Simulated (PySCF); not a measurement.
C5H5FN2.
Geometry (GFN2-xTB, Å), atoms numbered from 1 in this order:
```
atom  x, y, z in Å
C1    -1.382    0.483   -0.338
C2    -0.586   -0.719    0.154
C3     0.921   -0.413    0.253
F4     1.584   -1.545    0.705
C5     1.170    0.685    1.184
N6     1.350    1.540    1.917
C7     1.462   -0.035   -1.051
N8     1.869    0.257   -2.076
H9    -1.270    1.327    0.339
H10   -1.051    0.788   -1.330
H11   -2.436    0.225   -0.393
H12   -0.706   -1.565   -0.528
H13   -0.928   -1.026    1.145
```

The closed-shell SCF was solved with PySCF and density fitting under several settings on one GFN2-xTB geometry (grid level 2 and gas phase unless stated).

```tsv
settings	basis functions	SCF cycles	E (Eh)	HOMO (eV)	LUMO (eV)	dipole (D)
PBE0/pcSseg-1	161	14	-402.3322	-10.44	-1.55	3.82
PBE0/def2-SVPD	203	14	-402.0919	-10.47	-1.67	3.85
PBE0/6-31++G**, IEF-PCM dichloromethane, grid level 3, start guess vsap	174	13	-402.3987	-10.17	-1.58	4.73
KT2/pcseg-1, grid level 4, start guess sap	137	18	-409.2506	-9.01	-2.65	3.73
BHandHLYP/pcSseg-1, IEF-PCM methanol, start guess atom, fitting basis def2-universal-jkfit	161	11	-402.5755	-11.55	-0.25	4.80
PBE0/IGLO-II, start guess atom	206	11	-402.4794	-10.39	-1.52	3.79
B97-2/def2-SVPD, IEF-PCM tetrahydrofuran, start guess vsap	203	13	-402.4144	-9.96	-1.66	4.67
PBE0/ANO-RCC-VDZP	137	14	-402.4935	-10.35	-1.52	3.81
```

Task: Estimate the row for these settings: OLYP/def2-SVPD, IEF-PCM cyclohexane, start guess huckel.

Result: 
```csv
settings,basis functions,SCF cycles,E (Eh),HOMO (eV),LUMO (eV),dipole (D)
"OLYP/def2-SVPD, IEF-PCM cyclohexane, start guess huckel",203,23,-402.4295,-8.71,-2.46,4.13
```

Task: Over all rows, what range does the HOMO–LUMO gap span?

Result: From 6.25 eV (OLYP/def2-SVPD, IEF-PCM cyclohexane, start guess huckel) to 11.30 eV (BHandHLYP/pcSseg-1, IEF-PCM methanol, start guess atom, fitting basis def2-universal-jkfit). The functional of the narrowest has no exact exchange, that of the widest 50 % exact exchange.

Task: Compare two rows with the functional PBE0: PBE0/pcSseg-1 and PBE0/IGLO-II, start guess atom. Which energy is lower, and by how much?

Result: PBE0/IGLO-II, start guess atom (206 functions) lies 0.1472 Eh or 92 kcal/mol below PBE0/pcSseg-1 (161 functions).

Cycle counts include a coarse-grid stage where the run had one. All basis functions are spherical, in the Pople sets too. KT2 was designed for NMR shieldings or shifts; total energies of different functionals aren't comparable. ANO-RCC sets were contracted for a scalar-relativistic Hamiltonian, but ran non-relativistically here. The structure is a single GFN2-xTB conformer; no vibrational corrections.
